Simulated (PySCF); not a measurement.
Species: isopropyl methacrylate, C7H12O2.
SMILES: `C=C(C)C(=O)OC(C)C`

Level of theory: TDDFT wB97X-D/def2-SVPD, vertical, gas phase, core orbitals frozen in the response in PySCF. One conformer (not necessarily the lowest) at the PBE0-D3(BJ)/def2-SVP geometry, without solvent, vibrations or thermal averaging. Torsions of this conformer, `[CH2:1]=[C:2]([CH3:3])[C:4](=[O:5])[O:6][CH:7]([CH3:8])[CH3:9]`: C1–C2–C4–O5 1°, C2–C4–O6–C7 180°, C4–O6–C7–C8 -82°.

Broadening: Gaussians 0.3 eV wide at half height, area fixed by f = 4.319×10⁻⁹ ∫ε dν̃. The width is an assumption, not a result. The curve ends short of the highest state used, and states not computed would add to its high-energy end.

```tsv
λ (nm)	ε (L mol⁻¹ cm⁻¹)
153.1	2872
156.3	822
159.5	927
162.7	845
165.9	413
169.1	2335
172.3	9272
175.4	12261
178.6	6023
181.8	1189
185.0	105
188.2	38
191.4	543
194.6	3887
197.8	13417
201.0	23865
204.2	23225
207.4	13060
210.6	4460
213.7	1021
216.9	149
220.1	15
223.3	1
226.5	0
229.7	1
232.9	3
236.1	6
239.3	8
242.5	9
245.7	7
248.9	4
252.0	2
255.2	1
258.4	0
261.6	0
264.8	0
```

Question: Where are the band maxima, and which computed states make them?

Answer: 242 nm (5.13 eV), ε about 9, made up of S1 (100%); 202 nm (6.12 eV), ε about 25000, made up of S2 (100%); 175 nm (7.10 eV), ε about 13000, made up of S3 (100%); 161 nm (7.71 eV), ε about 1000, made up of S5 (99%) (ε in L mol⁻¹ cm⁻¹; maxima over ε = 5, shares over 10%). At its high-energy end, 8.10 eV, the curve is still rising (ε about 2900, from S7). The states used: S1 5.13 eV (f 0.0001); S2 6.12 eV (f 0.282); S3 7.10 eV (f 0.140); S4 7.42 eV (f 0.0007); S5 7.71 eV (f 0.011); S6 8.02 eV (f 0.0008); S7 8.17 eV (f 0.036); S8 8.27 eV (f 0.0022); S9 8.61 eV (f 0.0050); S10 8.70 eV (f 0.0028).

Question: What would ε be at 6.12 eV, the highest of these maxima, with half the width (0.15 eV)?

Answer: About 50500 L mol⁻¹ cm⁻¹ against 25300, a factor of about 1.99; a lone state at its own centre would give exactly 2.

Question: Coming from long wavelengths, where does ε first pass 100 L mol⁻¹ cm⁻¹?

Answer: At about 217 nm (5.70 eV), 0.57 eV above S1.

Question: On this curve, what absorbance would a 10⁻⁴ mol/L sample give at 248 nm over a 1 cm path?

Answer: 248 nm is 4.999 eV, where ε is about 5.2 L mol⁻¹ cm⁻¹, so A = ε c l ≈ 0.00052 (Beer–Lambert, with the gas-phase spectrum and the assumed width).

The vertical ionisation energy (ΔSCF) is 9.75 eV, 1.05 eV above S10.
